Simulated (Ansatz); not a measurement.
This geometry of Cl$_{2}$GeH$_{2}$ (5 atoms, charge 0, multiplicity 1) is a first-order saddle point.

Level of theory: Ansatz, RKS PBE-D4/def2-SVP.

```xyz
5
Properties=species:S:1:pos:R:3
Ge 0.236 0.036 -0.461
Cl 1.195 0.019 1.914
H 1.700 -0.065 0.320
H -0.791 1.206 -0.254
Cl -1.024 -1.742 -0.589
```

Which two structures does it join? (They come from a converged band through this point; their orientation in space is the band's.)

Bonds broken: Ge1–Cl2, Ge1–H3. Bonds formed: Cl2–H3. Cl2GeH2 becomes ClGeH + ClH.

Initial state:

```xyz
5
Properties=species:S:1:pos:R:3
Ge 0.318 0.018 0.074
Cl 0.675 -0.033 2.213
H 1.684 -0.044 -0.643
H -0.547 1.259 -0.238
Cl -0.815 -1.747 -0.475
```

Final state:

```xyz
5
Properties=species:S:1:pos:R:3
Ge -0.227 0.342 -0.872
Cl 1.444 0.184 1.408
H 2.419 -0.441 0.813
H -1.199 1.058 0.211
Cl -1.121 -1.690 -0.630
```

How far does it lie above each of them?

1.92 eV above the first and 0.41 eV above the second. This is the barrier of this one path; another mechanism may lie lower. The orbitals stay closed-shell, which can raise the energy where a bond breaks towards radicals; this wasn't checked here.

Run time: 4.7 min on 1 thread of Arm Neoverse N1, with other jobs on the host, peak memory 0.15 GiB.
